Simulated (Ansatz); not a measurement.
Geometry optimisation, RKS LDA/def2-SVP (Ansatz 0.2.0).

input.yaml

```yaml
crystal:
  periodic: [false, false, false]
  atoms:
    - { symbol: Sn, position_ang: [0.356976, 0.56012, -0.560181] }
    - { symbol: H, position_ang: [0.051647, -0.199414, 2.26633] }
    - { symbol: H, position_ang: [1.594366, -0.047145, -1.585905] }
    - { symbol: Cl, position_ang: [-1.380392, 1.368257, -1.92581] }
    - { symbol: O, position_ang: [-0.38029, -1.091217, 0.256598] }
    - { symbol: H, position_ang: [-1.303342, -0.947632, 0.554081] }
    - { symbol: P, position_ang: [0.777339, 2.2715, 1.167942] }
    - { symbol: H, position_ang: [2.047265, 1.652735, 1.508049] }
    - { symbol: H, position_ang: [1.399239, 3.105226, 0.162648] }
    - { symbol: H, position_ang: [0.081993, 0.32017, 2.780347] }
basis:
  gaussian: { orbitals: def2-SVP }
hamiltonian:
  xc: lda
relax:
  f_tol: 0.03
  max_steps: 50
```

Command:

```bash
$ ansatz run input.yaml --threads 2 --pin off --max-ram 3072MiB --backend cpu --events-out ev --progress --plain --runs-dir out
```

Where does it end, and by what steps?

The forces met the threshold. The force dipped under the threshold on the way, but the program's further checks kept it going. After 8 steps the energy has fallen by 0.099 eV; H10 moved furthest, 0.35 Å.

```json
{"step": "0", "energy less start (eV)": "0.0000", "largest force component (eV/Å)": "1.551", "accepted": "yes"}
{"step": "1", "energy less start (eV)": "-0.0863", "largest force component (eV/Å)": "0.142", "accepted": "yes"}
{"step": "2", "energy less start (eV)": "-0.0930", "largest force component (eV/Å)": "0.049", "accepted": "yes"}
{"step": "3", "energy less start (eV)": "-0.0955", "largest force component (eV/Å)": "0.242", "accepted": "yes"}
{"step": "4", "energy less start (eV)": "-0.0952", "largest force component (eV/Å)": "0.129", "accepted": "no"}
{"step": "5", "energy less start (eV)": "-0.0978", "largest force component (eV/Å)": "0.043", "accepted": "yes"}
{"step": "6", "energy less start (eV)": "-0.0975", "largest force component (eV/Å)": "0.036", "accepted": "no"}
{"step": "7", "energy less start (eV)": "-0.0984", "largest force component (eV/Å)": "0.012", "accepted": "yes"}
{"step": "8", "energy less start (eV)": "-0.0989", "largest force component (eV/Å)": "0.028", "accepted": "yes"}
```

```xyz
10
Properties=species:S:1:pos:R:3
Sn 0.361 0.583 -0.603
H -0.011 -0.321 2.336
H 1.609 -0.056 -1.596
Cl -1.373 1.371 -1.979
O -0.367 -1.023 0.311
H -1.309 -0.892 0.539
P 0.781 2.389 1.068
H 2.002 1.727 1.470
H 1.478 3.153 0.056
H 0.075 0.061 3.023
```

The run took 16 s on 2 threads of Arm Neoverse V2, with other jobs on the host, peak memory 0.15 GiB.
